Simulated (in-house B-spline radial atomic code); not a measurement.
**RPA and G0W0 on SCAN: Ti4+**

Configuration [Ne] 3s2 3p6, mean-field start SCAN. Computed with an all-electron radial atomic-structure program (B-spline basis): all electrons, non-relativistic, point nucleus, each spin shell either full or empty, empty states to l = 9 with an (l + 1/2)⁻⁴ tail; G0W0 by contour deformation at full frequency.

Command:
```bash
python run_gw.py task.json out
```
Settings (radii: box in bohr, nucleus in fm):
```
Z                        22
electrons                18
configuration            [Ne] 3s2 3p6
hamiltonian              nr
method                   scan,scan
lmax                     9
spin_polarised           False
box_radius               11.96
intervals                49
```

Time taken, with all properties: 1.3 s on 1 thread of Arm Neoverse N1, with other jobs on the host.

Energies (hartree):

```tsv
term	value
mean-field total	-846.04908
Hartree-Fock functional on these orbitals	-845.18485
direct second order	-1.355
second-order exchange	0.45305
SOSEX correction	0.41224
```

(1) What is the RPA correlation energy, and what remains with SOSEX?

Quasi-particle levels (eV):

| level | occupied | mean field | Σx - vxc | Σc | QP weight | G0W0 |
| --- | --- | --- | --- | --- | --- | --- |
| 3p | yes | -90.28 | -8.92 | ? | ? | ? |
| 3d | no | -51.61 | 10.86 | -2.95 | 0.964 | -43.71 |

G0W0 = mean field + (Σx - vxc) + Σc, with Σc (partial-wave tail included) taken at the quasi-particle energy. Only the outer levels were computed. Levels of low weight are left out.

(2) Where does G0W0 put 3p?

Answers

(1) RPA gives -1.1794 hartree (-1.78 eV per electron); RPA + SOSEX gives -0.76719, and the second-order doubles -0.90191 hartree (no singles). SOSEX takes back 35 % of the RPA value.

(2) At -99.40 eV, with Σc = -0.20 eV and a quasi-particle weight of 0.948. The tabulated removal energy is 99.299 ± 0.012 eV (NIST, measured); the calculation leaves out relativity, Breit and QED terms, and what these don't explain is the method's own error.
